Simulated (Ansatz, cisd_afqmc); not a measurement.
System: SiNH₅, charge 0, singlet. SiNH5 (SMILES N[SiH3]).
B3LYP-D3(BJ)/def2-TZVP minimum from Ansatz (a program for electronic structure):
```xyz
7

Si    -0.5696     0.0696     0.0504
N      1.1309    -0.1284    -0.1512
H     -1.2484    -0.9196    -0.8181
H     -0.9182     1.4495    -0.3595
H     -1.0862    -0.1260     1.4333
H      1.5430    -1.0471    -0.1078
H      1.7680     0.5669     0.2046
```
Charge 0, spin multiplicity 1.

Atomisation energy term by term, kcal/mol (programs: Ansatz, cisd_afqmc). UHF or UKS for unpaired electrons; spin-orbit terms are left out. Cores are frozen in correlated methods. Rows without X2C or -DK are non-relativistic. AFQMC is phaseless with a CISD trial state; ± is one standard error, without the phaseless bias. Outlying blocks are dropped, and bars are widened where a walk drifts. Over all cases where full CI ran beside it in this data, AFQMC minus full CI had a median of +0.1 mEh and passed +0.4 mEh in a tenth of the cases. CBS(X,Y): correlation extrapolated as X^-3, Hartree-Fock from the larger set (Q,5: extrapolated as (X+1)exp(-9√X)). A bracket is a step between two methods taken in the basis named. 'core' is core correlation in cc-pwCVTZ (1s frozen past Ne), 'X2C' scalar relativity in cc-pVTZ-DK, both at CCSD(T). Where a partner has so few electrons that a lower coupled-cluster level is exact, that level stands in.

| term | basis | kcal/mol |
|---|---|---|
| Hartree-Fock | CBS(cc-pV(Q+d)Z,cc-pV(5+d)Z) | 376.90 |
| CCSD correlation | CBS(cc-pV(Q+d)Z,cc-pV(5+d)Z) | 135.80 |
| (T) | CBS(cc-pV(Q+d)Z,cc-pV(5+d)Z) | 5.44 |
| CCSDT(Q) - CCSD(T) | cc-pV(T+d)Z | -0.01 |
| core correlation | cc-pwCVTZ | 0.52 |
| scalar relativity | X2C, cc-pVTZ-DK | -1.01 |
| sum: De |  | 517.6 |

The step beyond CCSD(T) by other levels: AFQMC/CISD in cc-pV(D+d)Z 0.53 ± 0.22; CCSDT(Q) in cc-pV(D+d)Z 0.36 kcal/mol.
